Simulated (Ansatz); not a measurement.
Caution, from a PySCF single point (B3LYP-D3(BJ)/def2-TZVPD) at this geometry: the highest occupied level lies above zero, so the state may not be bound. This triplet is an excited state, 0.68 eV above the relaxed singlet at the level frozen-core CCSD(T)/aug-cc-pVDZ // B3LYP-D3(BJ)/def2-TZVPD (Ansatz, a program for electronic structure).

Species: CH$_{5}$BN, SMILES `C[B-]N` (excited triplet) (charge -1, multiplicity 3).

Task: Give a relaxed geometry from B3LYP-D3(BJ)/def2-TZVPD in Ansatz.

Result: the end point of this relaxation (outside a Z-matrix the atoms follow the SMILES, hydrogens last).
Z-matrix (Å, degrees):
```
B
N 1 1.3736
H 2 1.0136 1 124.77
H 2 1.0216 3 112.13 1 179.96
C 1 1.5586 2 133.56 3 0.00
H 5 1.0972 1 115.36 2 0.05
H 5 1.0988 6 107.81 1 122.89
H 5 1.0989 6 107.81 7 114.22
```
